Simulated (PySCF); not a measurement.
Basis-set dependence of excited states

Compound: C3H6F2O2.
InChI=1S/C3H6F2O2/c1-6-2-7-3(4)5/h3H,2H2,1H3

TDDFT with PBE0 (PySCF), vertical singlets, core orbitals frozen in the response, spherical d and f functions. Isolated species at its PBE0-D3(BJ)/def2-SVP geometry (one conformer only).

Compare 6-31+G*, def2-SVPD, aug-cc-pVDZ and def2-TZVP for this molecule.

```csv
basis,functions,diffuse,S1 (eV),S2 (eV),S3 (eV),S4 (eV),S5 (eV),LUMO (eV),α (au)
6-31+G*,138,yes,7.74,8.15,8.29,8.62,8.72,0.41,46.1
def2-SVPD,200,yes,7.93,8.62,8.74,8.79,9.04,0.59,49.6
aug-cc-pVDZ,215,yes,7.36,7.88,7.92,8.23,8.34,-0.07,50.5
def2-TZVP,253,no,8.41,9.08,9.28,9.42,9.50,1.33,46.9
```

States are compared by their number. Against the largest diffuse basis here (aug-cc-pVDZ, itself not a converged limit), sets without diffuse functions differ by up to 1.06 eV in S1 and 1.17 eV in S5; the smaller diffuse sets differ by up to 0.57 and 0.70 eV. State by state, the largest deviation of a set without diffuse functions is S1 1.06, S2 1.20, S3 1.36, S4 1.20, S5 1.17 eV. The same number needn't mean the same state in each row. Against aug-cc-pVDZ the polarisability deviates by -9% in 6-31+G*, -2% in def2-SVPD, -7% in def2-TZVP. A single + in a Pople set puts diffuse functions on heavy atoms only.

Without π bonds the low states are Rydberg-like; a valence basis with one diffuse set may place them up to an eV too high.
